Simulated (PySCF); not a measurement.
Choosing a molecule for a target property.

All species are isolated and taken at one optimised geometry, non-relativistic unless stated. Electronic properties by PySCF.

Dipoles, sizes and rotational constants follow the conformer. The torsions of the flexible species, by atom-mapped SMILES:
- `[CH3:1][c:2]1[cH:3][n:4](-[c:5]2[cH:6][cH:7][cH:8][cH:9][cH:10]2)[n:11][n:12]1`: C3–N4–C5–C6 7°
- `[CH:1]#[C:2][C:3]#[C:4][CH2:5][SiH2:6][O:7][CH3:8]`: C4–C5–Si6–O7 180°, C5–Si6–O7–C8 180°
- `[CH3:1][N:2]([CH3:3])[C:4](=[O:5])[C@@H:6]1[CH:7]=[C:8]1[F:9]`: C1–N2–C4–O5 177°, N2–C4–C6–C7 178°
- `[CH3:1][C:2]([CH3:3])([CH2:4][F:5])[CH2:6][CH2:7][C:8]([F:9])([F:10])[F:11]`: C1–C2–C4–F5 -172°, C1–C2–C6–C7 180°, C2–C6–C7–C8 -177°, C6–C7–C8–F9 -179°

(1) Wanted: dipole moment above 3.4 D (PBE0/pcSseg-1) and HOMO–LUMO gap below 7 eV (PBE0/pcSseg-1), at GFN2-xTB geometries. Which candidate meets both?
A. `CN(C)C(=O)[C@@H]1C=C1F`
B. `C(CC(C)(C)CF)C(F)(F)F`
C. `CC1=CN(C2=CC=CC=C2)N=N1`
D. `C#CC#CC[SiH2]OC`

Answers

(1) C. Computed values:
| species | dipole moment | HOMO–LUMO gap |
| --- | --- | --- |
| C#CC#CC[SiH2]OC | 2.35 D | 6.58 eV |
| C(CC(C)(C)CF)C(F)(F)F | 3.34 D | 10.19 eV |
| CN(C)C(=O)[C@@H]1C=C1F | 3.51 D | 7.17 eV |
| CC1=CN(C2=CC=CC=C2)N=N1 | 3.97 D | 5.72 eV |
